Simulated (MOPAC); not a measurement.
Input file for MOPAC: PM6 on GaP, 2S+1 = 3, a point of a bond scan (R = 4.513 Å).

```
PM6 1SCF PRECISE CHARGE=0 UHF MS=1 THREADS=1
GaP

Ga    -0.00000000 1    -0.00000000 1    -0.73586092 1
P      0.00000000 1     0.00000000 1     3.77741936 1
```

It printed:

```
*******************************************************************************
 **                                                                           **
 **                              MOPAC v23.2.5                                **
 **                                                                           **
 *******************************************************************************
 ** MOPAC's Digital Object Identifier: https://doi.org/10.5281/zenodo.6511958 **
 **                                                                           **
 ** Please cite the open-source release paper for use of this MOPAC version:  **
 ** J. E. Moussa and J. J. P. Stewart (2026)                                  **
 ** MOPAC: An open-source semiempirical molecular orbital program             **
 ** J. Open Source Softw., 11(119), 8025, https://doi.org/10.21105/joss.08025 **
 *******************************************************************************

                              PM6 CALCULATION RESULTS

 *******************************************************************************
 *  PM6        - The PM6 Hamiltonian to be used
 *  UHF        - UNRESTRICTED HARTREE-FOCK CALCULATION
 *
 *
 *
 *                 CHARGE ON SYSTEM = 0
 *
 *
 *
 *  MS=        - IN MECI, MAGNETIC COMPONENT OF SPIN =  1.0
 *  PRECISE    - TIGHTER CRITERIA TO BE USED
 *  1SCF       - DO 1 SCF AND THEN STOP
 *  THREADS=1  - MULTI-THREADING NOT USED
 *  T=         - A TIME OF 172800.0 SECONDS REQUESTED
 *  DUMP=N     - RESTART FILE WRITTEN EVERY 7200.0 SECONDS REQUESTED
 *******************************************************************************
PM6 1SCF PRECISE CHARGE=0 UHF MS=1 THREADS=1
 GaP

   ATOM   CHEMICAL          X               Y               Z
  NUMBER   SYMBOL      (ANGSTROMS)     (ANGSTROMS)     (ANGSTROMS)

     1      Ga         -0.00000000  *  -0.00000000  *  -0.73586092  *
     2       P          0.00000000  *   0.00000000  *   3.77741936  *



          CARTESIAN COORDINATES

    NO.       ATOM           X           Y           Z

     1        Ga         -0.0000     -0.0000     -0.7359
     2         P          0.0000      0.0000      3.7774

 General Reference for PM6:
 "Optimization of Parameters for Semiempirical Methods V: Modification of NDDO Approximations
 and Application to 70 Elements", J. J. P. Stewart, J. Mol. Mod., 13, 1173-1213 (2007)
 URL: https://link.springer.com/article/10.1007/s00894-007-0233-4

           Empirical Formula: Ga P  =     2 atoms



      MOLECULAR POINT GROUP   :   C*v


          UHF CALCULATION, NO. OF ALPHA ELECTRONS =    5
                           NO. OF BETA  ELECTRONS =    3

 -------------------------------------------------------------------------------
 PM6 1SCF PRECISE CHARGE=0 UHF MS=1 THREADS=1
 GaP



     1SCF WAS SPECIFIED, SO BFGS WAS NOT USED
     SCF FIELD WAS ACHIEVED


                              PM6 CALCULATION
                                                       MOPAC v23.2.5 Linux




          FINAL HEAT OF FORMATION =        140.39766 KCAL/MOL =     587.42380 KJ/MOL


          COSMO AREA              =        111.23 SQUARE ANGSTROMS
          COSMO VOLUME            =         88.68 CUBIC ANGSTROMS

          IONIZATION POTENTIAL    =          6.362254 EV
          ALPHA SOMO LUMO (EV)    =         -9.615 -0.270
          BETA  SOMO LUMO (EV)    =         -6.362 -0.044
          NO. OF ALPHA ELECTRONS  =          5
          NO. OF BETA  ELECTRONS  =          3
          MOLECULAR WEIGHT        =        100.7088         POINT GROUP:  C*v

          MOLECULAR DIMENSIONS (Angstroms)

            Atom       Atom       Distance
            P     2   Ga     1     4.51328
            P     2   Ga     1     0.00000
           Ga     1    P     2     0.00000


          SCF CALCULATIONS        =          1





   ATOM   CHEMICAL          X               Y               Z
  NUMBER   SYMBOL      (ANGSTROMS)     (ANGSTROMS)     (ANGSTROMS)

     1      Ga         -0.00000000  *  -0.00000000  *  -0.73586092  *
     2       P          0.00000000  *   0.00000000  *   3.77741936  *

                             CARTESIAN COORDINATES

   1   Ga       -0.000000000    -0.000000000    -0.735860920
   2    P        0.000000000     0.000000000     3.777419360


           Empirical Formula: Ga P  =     2 atoms



      MOLECULAR POINT GROUP   :   C*v


          ALPHA EIGENVALUES
 -17.03752 -12.26862  -9.63037  -9.63037  -9.61482  -0.27026  -0.05324  -0.05324
 141.85265 141.85265 141.88069 141.88069 141.89606


           BETA EIGENVALUES
 -14.42609 -13.55983  -6.36225  -0.04357  -0.04357  -0.02931   0.05397   0.05397
 143.56873 143.56873 143.59487 143.59487 143.60773


              NET ATOMIC CHARGES AND DIPOLE CONTRIBUTIONS

  ATOM NO.   TYPE          CHARGE      No. of ELECS.   s-Pop       p-Pop       d-Pop
    1         Ga           0.001814        2.9982     1.99996     0.99823
    2          P          -0.001814        5.0018     1.99996     3.00180     0.00005
 DIPOLE           X         Y         Z       TOTAL
 POINT-CHG.     0.000     0.000    -0.039     0.039
 HYBRID         0.000     0.000    -0.022     0.022
 SUM            0.000     0.000    -0.061     0.061


          ATOMIC ORBITAL ELECTRON POPULATIONS

     Atom    s        px        py        pz      x^2-y^2     xz        z^2       yz        xy
    1 Ga   1.99996   0.00001   0.00001   0.99822
    2  P   1.99996   0.99999   0.99999   1.00182   0.00000   0.00000   0.00005   0.00000   0.00000


                    (SZ)    =    1.000000
                    (S**2)  =    2.994646


          ATOMIC ORBITAL SPIN POPULATIONS

    Atom   Total    s     px     py     pz   x^2-y^2  xz     z^2    yz     xy
         Atomic
    1 Ga -0.9969  0.000  0.000  0.000 -0.997
    2  P  2.9969 -0.000  1.000  1.000  0.997  0.000  0.000 -0.000  0.000  0.000

 **********************
 *                    *
 * JOB ENDED NORMALLY *
 *                    *
 **********************




 == MOPAC DONE ==
```

The run finished. Its determinant has ⟨S²⟩ = 2.99, a mixture of spin states.

Cost: very roughly 0.04 core-seconds.
